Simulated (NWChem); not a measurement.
# C$_{2}$HF$_{3}$Si; SMILES C#C[Si](F)(F)F

Program: NWChem. All runs use the structure optimised with PBE0/def2-SVP. Level MN15/def2-SVP: energy and gradient on several grids; changes count from the extra-fine grid, which is no exact limit either.

### Question
Which is the coarsest grid (xfine; coarse; xcoarse; fine; medium) from which on the energy stays within 500 μHa and each gradient component within 500 μHa/bohr of xfine?

### Answer
medium.
```
grid     size of the energy change (μHa)  largest change of a gradient component (μHa/bohr)  time, medium = 1 (rough)
-------  -------------------------------  -------------------------------------------------  ------------------------
xcoarse                           100000                                               4000                   about 1
coarse                              3000                                                900                   about 1
medium                                50                                                200                   about 1
fine                                < 10                                               < 30                   about 1
xfine                               < 10                                               < 30                         2
```
